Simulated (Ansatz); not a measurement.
```xyz
5

Ti   -0.0046    0.0309   -0.0390
Cl    1.2073    1.2625    1.2724
Cl    1.2276   -1.1979   -1.2345
Cl   -1.2497    1.2923   -1.2561
Cl   -1.2453   -1.2822    1.2117
```

Basis set: STO-3G (spherical functions). Correlated methods keep 25 orbitals frozen. Charge 0, multiplicity 1.

Computed with Ansatz (development build ahead of 0.2.0); each method stands on the lowest determinant of its kind that the runs found. Restricted open shells among the atoms or ions are ROHF, correlated in semicanonical orbitals with singles.

**Question.** Give the atomization energy at this shape (free ground-state atoms in the same class of orbitals less the molecule, no zero-point energy) of singlet TiCl4 by RHF-MP2, RHF.

**Answer.**

```tsv
method	atomization energy
RHF-MP2	2324.8 kJ/mol
RHF	2159.1 kJ/mol
```

Caution: no unrestricted run beside it, a lower state can exist; other spin multiplicities were not run.

This basis has no polarisation functions and is too small for such energies, which can lie far from measured ones in either direction.
